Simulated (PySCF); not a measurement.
HCl₂OZr (SMILES [OH][Zr]([Cl])[Cl]), doublet, at a GFN2-xTB geometry (such geometries of metal compounds can be far from the true shape) (the multiplicity is a formal guess) (core potentials on Zr). Base run: PySCF with BLYP/def2-SVP.

PySCF was given this input:
```python
from pyscf import gto, scf, dft

mol = gto.M(
    atom='''
Zr    0.27320782   -0.10491578    0.18567187
Cl   -1.68830547   -1.18329808   -0.07459920
Cl    0.09185811    1.79635712   -1.01034545
O     1.71735808   -0.65949052    1.16711550
H     2.47242749   -0.94944817    1.68026021
''',
    basis='def2-svp',
    ecp={'Zr': 'def2-svp'},
    spin=1,
    verbose=4,
)

mf = dft.UKS(mol)
mf.xc = 'blyp'
mf.kernel()
mf.analyze()
```

The base run was repeated with changes; each row names its change, and settings that it needs were set with it.

```csv
change,ΔE vs base (µEh),SCF cycles,<S^2>,outcome
base,0.0,13,0.751,converged
diis_space = 12,0.0,12,0.751,converged
conv_tol = 1e-4,3.9,8,0.751,converged
diis = off; damp = 0.3 (with mf.diis_start_cycle = 200; with mf.max_cycle = 150),-,150,-,not converged
damp = 0.5; diis_start_cycle = 5,0.0,19,0.751,converged
diis_space = 4,0.0,14,0.751,converged
init_guess = mod_huckel,0.0,13,0.751,converged
conv_tol_grad = 1e-7,0.0,18,0.751,converged
level_shift = 0.3 (with mf.max_cycle = 100),0.0,23,0.751,converged
init_guess = vsap,-,-,-,input refused
conv_tol = 1e-7,0.0,10,0.751,converged
conv_tol = 1e-6,0.2,9,0.751,converged
level_shift = 0.1 (with mf.max_cycle = 100),0.0,14,0.751,converged
```

Open shells are given as the SCF converged; they aren't shown to be the lowest states, and a large step between rows can be another state.

- init_guess = vsap: ended with `AssertionError: ECP or PP not supported`
